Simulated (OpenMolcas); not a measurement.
**A ladder of methods for GeH3O (SMILES [O][GeH3])**

GeH3O: 5 atoms, total charge 0, spin state doublet. As SMILES, `[O][GeH3]`. Geometry: relaxed at PBE0-D4/def2-TZVP.

```tsv
atom	x (Å)	y (Å)	z (Å)
O	-1.4439	0.4186	0.7773
Ge	0.0723	-0.0563	-0.0569
H	-0.1622	-0.0912	-1.5747
H	0.5480	-1.4181	0.4715
H	1.0357	1.0734	0.3414
```

Each level gives the dipole moment (D). The values are calculated.

```tsv
level	kind	program	value (D)	CPU time
USVWN5/def2-TZVP	LDA	OpenMolcas	2.40	53 s
UBLYP/def2-TZVP	GGA	OpenMolcas	2.15	81 s
UPBE/def2-TZVP	GGA	OpenMolcas	2.13	79 s
U-r2SCAN/def2-TZVP	meta-GGA	OpenMolcas	2.04	76 s
UM06-L/def2-TZVP	meta-GGA	OpenMolcas	2.03	84 s
UTPSS/def2-TZVP	meta-GGA	OpenMolcas	2.02	67 s
UB3LYP/def2-TZVP	global hybrid	OpenMolcas	2.09	66 s
UPBE0/def2-TZVP	global hybrid	OpenMolcas	2.04	74 s
```

All-electron rows without a relativistic Hamiltonian named are non-relativistic. The values span 2.02 to 2.40 D. Magnitudes only. CPU times are rough (shared hosts, several kinds of processor and program).
